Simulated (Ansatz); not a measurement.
Gas-phase electronic energies from Ansatz, PBE0-D4/def2-TZVP geometries. CCSD(T)/CBS is the MP2 limit (def2-TZVPP, def2-QZVPP) plus CCSD(T) − MP2 in def2-TZVPP, frozen cores. This one scheme is used for every species. DFT in def2-TZVPP. B3LYP here is the variant with VWN-RPA as its local correlation; programs differ in this. For Se outer-core shells are correlated without core-valence functions, which leaves a few kJ/mol of doubt a bond. Scalar relativity is left out up to krypton. Each species was taken in one conformer, which may not be the lowest.

`[CH3][Al]([CH3])[C]#N` + H₂Se → `[CH3][Al]([CH3])[SeH]` + `C#N`  (ligand exchange at the Al–C bond)

| level | ΔE (kJ/mol) | difference from CCSD(T)/CBS |
| --- | --- | --- |
| LDA (SPW92) | -52.5 | -1.4 |
| B3LYP-D4 | -46.0 | 5.1 |
| BHLYP-D4 | -47.4 | 3.7 |
| CAM-B3LYP-D4 | -42.8 | 8.3 |
| ωB97M-V | -45.3 | 5.8 |
| PBE | -49.3 | 1.8 |
| BLYP | -40.3 | 10.8 |
| r2SCAN | -49.2 | 1.9 |
| PBE0 | -50.1 | 1.0 |
| RPA@PBE/def2-TZVPP | -42.6 | 8.5 |
| HF/def2-SVP | -40.0 | 11.1 |
| SCS-MP2/def2-TZVPP | -47.2 | 3.9 |
| CCSD/def2-TZVPP | -46.7 | 4.4 |
| CCSD(T)/def2-TZVPP | -47.9 | 3.2 |
| MP2/def2-QZVPP | -53.2 | -2.1 |
| CCSD/CBS(def2) | -49.9 | 1.2 |
| CCSD(T)/CBS | -51.1 | 0 |

Largest T1 diagnostic among the species: 0.014.

The D4 term adds −3.9 kJ/mol with B3LYP and −2.1 kJ/mol with PBE0; it sums over pairs of atoms, weighted by their polarisabilities, and B3LYP, whose exchange is more repulsive, gets the larger term. Leaving LDA and LC-ωPBE aside and taking each functional with its dispersion term where it has one, the values, not all of them listed here, spread over 12.3 kJ/mol, from HSE06-D4 to B97M-V. LDA lies −3.2 kJ/mol from PBE without D4. At CCSD(T), def2-SVP lies +5.0 kJ/mol from the extrapolated value and def2-TZVPP +3.2 kJ/mol.
